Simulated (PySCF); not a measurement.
Species: [Mo(NMe)F4]-, CH₃F₄MoN (charge -1 and doublet state).
Structure used (PBE0-D3(BJ)/def2-SVP), in Å, numbered top down from 1:
```xyz
10
CH3F4MoN angstrom
Mo     0.007    0.007   -1.308
N      0.001   -0.002    0.400
C     -0.009   -0.009    1.804
H     -1.030    0.135    2.207
H      0.370   -0.967    2.211
H      0.625    0.797    2.222
F      1.844    0.011   -1.879
F      0.009    1.844   -1.877
F     -1.827    0.009   -1.885
F      0.011   -1.825   -1.894
```

Level of theory: PBE0-D3(BJ)/def2-SVP geometry optimisation, gas phase, def2 core potentials past Kr in PySCF 2.14.0.

Task: Which atoms are bound to Mo1, and at what distances?

Result: 5 atoms: N2 1.707 Å, F10 1.923 Å, F8 1.923 Å, F9 1.924 Å, F7 1.924 Å. The nearest atom not counted as bound is C3, at 3.11 Å.

Task: List the angles at Mo1.

Result: 
```csv
angle,degrees,distance of the outer atoms (Å)
F7–Mo1–F9,145.3,3.67
F8–Mo1–F10,145.0,3.67
N2–Mo1–F8,107.5,2.93
N2–Mo1–F7,107.5,2.93
N2–Mo1–F10,107.4,2.93
N2–Mo1–F9,107.2,2.93
F9–Mo1–F10,84.9,2.60
F8–Mo1–F9,84.9,2.60
F7–Mo1–F10,84.8,2.59
F7–Mo1–F8,84.8,2.59
```

Task: What is the shape at Mo1?

Result: Square pyramidal: τ5 = (β − α)/60° = 0.00 from the two widest angles, 145.3° and 145.0° (0 for a square pyramid, 1 for a trigonal bipyramid).

Task: What are the other bond lengths?

Result: N2–C3 1.404 Å; C3–H4, C3–H5, C3–H6 1.107 Å.

Task: Give some angles away from the centre.

Result: Mo1–N2–C3 179.8°.

Charge -1, doublet. ⟨S²⟩ = 0.758 (exact for a doublet: 0.75). The geometry's basis has no diffuse functions, a weakness for an anion. Stationary, but not proved a minimum.

Hardware: Arm Neoverse V1, one thread, shared host. Cost: 92 s. This is the geometry optimisation.

For an open-shell metal species like this, the optimisation's SCF solution wasn't tested for stability and no frequencies at its level were run, so a lower state or another shape may exist.
